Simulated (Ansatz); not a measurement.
Isomers of CH5BO, B3LYP-D3(BJ)/def2-TZVP minima from an xTB search, which can miss the lowest.
Isomer 1, SMILES CBO (charge 0, multiplicity 1):
```json
[
 {"atom": "C", "x (Å)": "-0.8657", "y (Å)": "-0.0695", "z (Å)": "-0.0155"},
 {"atom": "B", "x (Å)": "0.5974", "y (Å)": "0.4754", "z (Å)": "0.1248"},
 {"atom": "O", "x (Å)": "1.7048", "y (Å)": "-0.2825", "z (Å)": "-0.0828"},
 {"atom": "H", "x (Å)": "-1.4066", "y (Å)": "0.0603", "z (Å)": "0.9278"},
 {"atom": "H", "x (Å)": "-0.9360", "y (Å)": "-1.1223", "z (Å)": "-0.3040"},
 {"atom": "H", "x (Å)": "-1.4190", "y (Å)": "0.5220", "z (Å)": "-0.7525"},
 {"atom": "H", "x (Å)": "0.8147", "y (Å)": "1.6115", "z (Å)": "0.4292"},
 {"atom": "H", "x (Å)": "1.5103", "y (Å)": "-1.1949", "z (Å)": "-0.3271"}
]
```
Isomer 2, SMILES BOC (charge 0, multiplicity 1):
```xyz
8

B      1.351     0.056    -0.122
O      0.143     0.307    -0.648
C     -1.072    -0.011     0.026
H      2.299     0.364    -0.777
H      1.447    -0.456     0.958
H     -1.645    -0.699    -0.595
H     -1.646     0.907     0.160
H     -0.876    -0.468     0.998
```

Cores are frozen in the correlated methods. MP2 and its Hartree–Fock in cc-pVQZ are density fitted.

Run with Ansatz (a program for electronic structure) with Gaussian orbitals. Each number belongs to the level named beside it.

The energy of isomer 2 above isomer 1 is E(isomer 2) − E(isomer 1). Total energies (hartree):

```csv
level,isomer 2,isomer 1
HF/cc-pVTZ,-140.4013408,-140.4346401
MP2/cc-pVTZ,-140.9220933,-140.9609597
HF/cc-pVQZ,-140.4115758,-140.4449627
MP2/cc-pVQZ,-140.9686173,-141.0080129
CCSD(T)/cc-pVTZ,-140.9703827,-141.0073941
```

Task: Work out the energy of isomer 2 above isomer 1 at the basis-set limit: extrapolate the MP2 correlation part as X⁻³, take Hartree–Fock from the larger set, and add the CCSD(T) − MP2 difference of cc-pVTZ.

Result: 
1. Differences (1 hartree = 627.509 kcal/mol): HF/cc-pVTZ 20.896; MP2/cc-pVTZ 24.389; HF/cc-pVQZ 20.951; MP2/cc-pVQZ 24.721; CCSD(T)/cc-pVTZ 23.225.
2. Correlation parts, MP2 less HF: 3.493 in cc-pVTZ (X = 3), 3.771 in cc-pVQZ (X = 4).
3. Limit (4³·(3.771) − 3³·(3.493))/(4³ − 3³) = 3.973; with HF/cc-pVQZ it gives 24.923.
4. CCSD(T) less MP2 in cc-pVTZ: -1.164.
Result: 23.76 kcal/mol, against 24.39 at MP2/cc-pVTZ. It is an estimate of this method's limit, not of the exact value.
